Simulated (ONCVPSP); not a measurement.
Configuration tests for Bi (ONCV)

ONCVPSP 4.0.1 input, shortened (lines: element, Z, core and valence counts, functional; n l f; lmax; l rc ep ncon nbas qcut; lloc lpopt rc5 dvloc0; l nproj debl; icmod fcfact rcfact), PBEsol, scalar-relativistic:

```
  Bi 83.00   10    5  -116133      upf
    1    0    2.00
    2    0    2.00
    2    1    6.00
    3    0    2.00
    3    1    6.00
    3    2   10.00
    4    0    2.00
    4    1    6.00
    4    2   10.00
    4    3   14.00
    5    0    2.00
    5    1    6.00
    5    2   10.00
    6    0    2.00
    6    1    3.00
    2
    0    1.40    0.00    3    7    9.80
    1    1.40    0.00    4    7    9.90
    2    2.00    0.00    4    9    8.30
    4    2    1.10    3.00
    0    2    1.60
    1    2    2.50
    2    2    3.10
    3    1.50    1.55
```

Energies are relative to the spin-unpolarised reference configuration 5s2 5p6 5d10 6s2 6p3; without spin polarisation the order of configurations can differ from experiment.

```csv
valence configuration,charge,ΔE all-electron (eV),error AE − PS (meV)
5s2 5p6 5d10 6s2 6p2,+1,7.949,-3.3
5s2 5p6 5d10 6s2 6p1,+2,23.240,-10
5s2 5p6 5d10 6s0 6p5,0,20.575,-8.9
```

Problem. What are ΔE and the potential's error for 5s2 5p6 5d10 6s2 6p0?

Solution. ΔE = 46.598 eV all-electron; the error (AE − PS) is -22 meV.
